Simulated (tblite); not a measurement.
Level: GFN2-xTB in tblite, geometry and Hessian alike; calculated harmonic values, unscaled, isolated species. This tight-binding method is rough: wavenumbers can miss measured ones by several per cent, in bad cases by 10 to 20. Modes of hydrogen on silicon can be 10 to 20 % off. One conformer each. Thermal functions are those of the rigid rotor and harmonic oscillator, without mixing of conformers.

Question: Order these by their ideal-gas entropy at 500 K and 1 bar, highest first (cal/(mol K)).
A. `N[SiH]1[SiH2][SiH2][SiH2]1`
B. `Cc1c[nH]nc1C#N`
C. `C=Cc1cncnn1`
D. `C=Cn1nc(cn1)C#N`

Answer: A (123.1), D (105.2), B (103.1), C (100.7).

```csv
SMILES,atoms,mass (u),symmetry number,modes under 300 cm⁻¹,ZPE (kcal/mol),S translation (cal/(mol K)),S rotation,S vibration,S,Cp
N[SiH]1[SiH2][SiH2][SiH2]1,14,134.98,1,7,51.2,43.2,30.3,49.5,123.1,53.0
C=Cn1ncc(C#N)n1,13,120.04,1,5,55.3,42.9,30.0,32.4,105.2,42.6
Cc1c[nH]nc1C#N,13,107.05,1,4,59.7,42.5,29.5,31.1,103.1,40.4
C=Cc1cncnn1,13,107.05,1,3,58.4,42.5,29.2,29.0,100.7,40.5
```

Entropies and Cp are for 500 K and 1 bar.
